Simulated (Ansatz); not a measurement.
Geometry optimisation, RKS B3LYP-D4/6-31G (Ansatz 0.2.0).

Input:

```yaml
crystal:
  periodic: [false, false, false]
  atoms:
    - { symbol: "N", position_ang: [-1.1543, -1.7357, -0.041] }
    - { symbol: C, position_ang: [-0.1207, -0.8365, -0.4761] }
    - { symbol: C, position_ang: [1.0992, -1.1975, 0.3408] }
    - { symbol: C, position_ang: [1.3625, 0.3335, 0.5054] }
    - { symbol: "N", position_ang: [-0.1613, 0.4419, 0.2095] }
    - { symbol: Si, position_ang: [-0.884, 1.891, -0.3629] }
    - { symbol: H, position_ang: [-1.3195, -1.6389, 0.9591] }
    - { symbol: H, position_ang: [-2.0558, -1.3876, -0.4588] }
    - { symbol: H, position_ang: [0.0612, -0.775, -1.5151] }
    - { symbol: H, position_ang: [1.9382, -1.705, -0.162] }
    - { symbol: H, position_ang: [0.9503, -1.7142, 1.3292] }
    - { symbol: H, position_ang: [1.9699, 0.7794, -0.2265] }
    - { symbol: H, position_ang: [-0.43936, 0.61811, 1.19602] }
    - { symbol: H, position_ang: [-0.7053, 2.967, 0.6497] }
    - { symbol: H, position_ang: [-0.2327, 2.2142, -1.6405] }
    - { symbol: H, position_ang: [-2.3227, 1.655, -0.5536] }
basis:
  gaussian: { orbitals: "6-31G" }
hamiltonian:
  xc: b3lyp
  dispersion: d4
relax:
  f_tol: 0.02
  max_steps: 50
```

Command:

```bash
$ ansatz run input.yaml --threads 1 --pin off --max-ram 2048MiB --backend cpu --events-out ev --progress --plain --runs-dir out
```

Where does it end, and by what steps?

The run converged. The force dipped under the threshold on the way, but the program's further checks kept it going. Limits of this set-up: no polarisation functions. After 26 steps the energy has fallen by 2.097 eV; H14 moved furthest, 0.94 Å.

```json
{"step": "0", "energy less start (eV)": "0.0000", "largest force component (eV/Å)": "4.126", "accepted": "yes"}
{"step": "1", "energy less start (eV)": "-1.5642", "largest force component (eV/Å)": "1.747", "accepted": "yes"}
{"step": "2", "energy less start (eV)": "-1.9014", "largest force component (eV/Å)": "1.412", "accepted": "yes"}
{"step": "3", "energy less start (eV)": "-2.0210", "largest force component (eV/Å)": "0.598", "accepted": "yes"}
{"step": "4", "energy less start (eV)": "-1.9513", "largest force component (eV/Å)": "0.680", "accepted": "no"}
{"step": "5", "energy less start (eV)": "-2.0779", "largest force component (eV/Å)": "0.157", "accepted": "yes"}
{"step": "6", "energy less start (eV)": "-2.0859", "largest force component (eV/Å)": "0.125", "accepted": "yes"}
{"step": "7", "energy less start (eV)": "-2.0870", "largest force component (eV/Å)": "0.125", "accepted": "yes"}
{"step": "8", "energy less start (eV)": "-2.0891", "largest force component (eV/Å)": "0.218", "accepted": "yes"}
{"step": "9", "energy less start (eV)": "-2.0911", "largest force component (eV/Å)": "0.050", "accepted": "yes"}
{"step": "10", "energy less start (eV)": "-2.0921", "largest force component (eV/Å)": "0.049", "accepted": "yes"}
{"step": "11", "energy less start (eV)": "-2.0919", "largest force component (eV/Å)": "0.121", "accepted": "no"}
{"step": "12", "energy less start (eV)": "-2.0611", "largest force component (eV/Å)": "0.469", "accepted": "no"}
{"step": "13", "energy less start (eV)": "-2.0928", "largest force component (eV/Å)": "0.016", "accepted": "yes"}
{"step": "14", "energy less start (eV)": "-2.0936", "largest force component (eV/Å)": "0.060", "accepted": "yes"}
{"step": "15", "energy less start (eV)": "-2.0940", "largest force component (eV/Å)": "0.050", "accepted": "yes"}
{"step": "16", "energy less start (eV)": "-2.0949", "largest force component (eV/Å)": "0.051", "accepted": "yes"}
{"step": "17", "energy less start (eV)": "-2.0952", "largest force component (eV/Å)": "0.081", "accepted": "yes"}
{"step": "18", "energy less start (eV)": "-2.0957", "largest force component (eV/Å)": "0.063", "accepted": "yes"}
{"step": "19", "energy less start (eV)": "-2.0962", "largest force component (eV/Å)": "0.026", "accepted": "yes"}
{"step": "20", "energy less start (eV)": "-2.0966", "largest force component (eV/Å)": "0.022", "accepted": "yes"}
{"step": "21", "energy less start (eV)": "-2.0952", "largest force component (eV/Å)": "0.139", "accepted": "no"}
{"step": "22", "energy less start (eV)": "-2.0206", "largest force component (eV/Å)": "0.665", "accepted": "no"}
{"step": "23", "energy less start (eV)": "-2.0968", "largest force component (eV/Å)": "0.008", "accepted": "yes"}
{"step": "24", "energy less start (eV)": "-2.0972", "largest force component (eV/Å)": "0.021", "accepted": "yes"}
{"step": "25", "energy less start (eV)": "-2.0973", "largest force component (eV/Å)": "0.025", "accepted": "yes"}
{"step": "26", "energy less start (eV)": "-2.0973", "largest force component (eV/Å)": "0.014", "accepted": "yes"}
```

```xyz
16
Properties=species:S:1:pos:R:3
N -1.205 -1.770 -0.111
C -0.155 -0.852 -0.274
C 1.192 -1.099 0.412
C 1.403 0.420 0.786
N -0.291 0.553 0.453
Si -0.843 2.064 -0.428
H -1.234 -2.364 0.700
H -1.982 -1.808 -0.748
H -0.027 -0.589 -1.328
H 1.939 -1.587 -0.225
H 1.063 -1.726 1.310
H 1.799 0.907 -0.141
H -0.742 0.429 1.359
H -0.018 3.213 0.051
H -0.609 1.787 -1.881
H -2.304 2.333 -0.181
```

Whether the end is a true minimum wasn't checked by a vibrational analysis.

The run took 2.4 min on 1 thread of Arm Neoverse V2, with other jobs on the host, peak memory 0.2 GiB.
